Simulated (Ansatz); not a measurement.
# Two structures, one formula

The two ends of one reaction step of SiH3O2F, singlet (PBE0-D4/def2-TZVP).

A:

```xyz
7
angstrom
Si 0.9721 -0.4348 0.7743
F 1.2331 -0.9006 -0.7847
H -1.1899 -0.9311 -0.7057
O -1.2093 -0.6912 0.2291
O 0.8296 1.2101 0.5519
H -1.5720 0.2013 0.2788
H 0.9365 1.5462 -0.3438
```

B:

Si1  (0.972, 0.103, 0.992)
F2  (-0.553, -2.527, -1.464)
H3  (-0.371, -1.734, -0.997)
O4  (-0.137, -0.232, -0.219)
O5  (0.736, 1.690, 1.339)
H6  (-0.745, 0.423, -0.576)
H7  (0.097, 2.276, 0.926)
(Å)

Ansatz 0.2.0; basis: def2-TZVPP; cores frozen in the correlated methods. B3LYP uses VWN-RPA correlation.

(1) Which structure is lower at CCSD(T), and by how much? (To be estimated.)

The T1 diagnostic stays at or below 0.013.

Answers

(1) The calculation gives: A, by 9.31 kcal/mol (electronic energy, against the other). By their contacts, A is a complex of SiHOF ([OH][Si][F]) + H₂O and B is a complex of SiH₂O₂ ([OH][Si][OH]) + HF.

All methods give the same order:

| method | E(B) − E(A) (kcal/mol) |
| --- | --- |
| SPW92 | 11.95 |
| PBE-D4 | 10.70 |
| BLYP-D4 | 9.71 |
| r2SCAN-D4 | 11.78 |
| B97M-V | 11.98 |
| PBE0-D4 | 10.76 |
| B3LYP-D4 | 9.92 |
| r2SCAN0-D4 | 11.53 |
| BHLYP-D4 | 10.44 |
| CAM-B3LYP-D4 | 10.46 |
| wB97X-V | 11.53 |
| wB97M-V | 11.81 |
| B2PLYP | 9.53 |
| PBE-QIDH | 10.38 |
| RPA on PBE | 8.93 |
| HF | 9.46 |
| MP2 | 9.25 |
| CCSD | 9.28 |
| CCSD(T) | 9.31 |

Labels in which every atom is bracketed show which atoms are joined, not bond orders.

For scale, one of the runs: CCSD(T)/def2-TZVPP, 177 basis functions, launched by `ansatz run in.yaml --threads 2 --pin off --events-out ev --progress --plain --max-ram 4352MiB`. Time: 26 s of wall clock on 2 CPU threads of an Intel Xeon 6975P-C; the host was shared. Peak host memory: 1.8 GiB.
